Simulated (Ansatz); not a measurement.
The cluster Mg2Al2. Total charge 0; singlet. Geometry PBE0-D4/def2-TZVP, that of the neutral singlet.

```
atom   x (Å)   y (Å)   z (Å)
 Al1   0.786  -0.840  -1.158
 Al2  -0.833   1.207  -0.714
 Mg3   1.225   0.733   1.086
 Mg4  -1.177  -1.101   0.786
```

At PBE-D4/def2-TZVP, r2SCAN-D4/def2-TZVP, PBE0-D4/def2-TZVP the unrestricted singlet has broken spin symmetry (⟨S²⟩ up to 0.76). The structure comes from a short search, and lower isomers may exist.

Question: Estimate the orbital energies around the gap (eV) in Ansatz with PBE-D4/def2-TZVP, r2SCAN-D4/def2-TZVP, PBE0-D4/def2-TZVP.

Answer: 
```
orbital  PBE-D4/def2-TZVP  r2SCAN-D4/def2-TZVP  PBE0-D4/def2-TZVP
 HOMO−5            -47.25               -48.72             -51.39
 HOMO−4             -9.74               -10.08             -11.14
 HOMO−3             -6.54                -6.63              -7.32
 HOMO−2             -5.72                -5.86              -6.44
 HOMO−1             -5.50                -5.65              -6.18
   HOMO             -3.51                -3.70              -4.08
   LUMO             -2.93                -2.98              -2.44
 LUMO+1             -2.86                -2.71              -2.21
 LUMO+2             -2.73                -2.65              -2.18
 LUMO+3             -2.51                -2.46              -1.90
 LUMO+4             -2.24                -2.21              -1.69
 LUMO+5             -0.07                 0.19               0.50
 β HOMO             -3.67                -3.99              -4.44
 β LUMO             -2.87                -2.67              -2.26
```
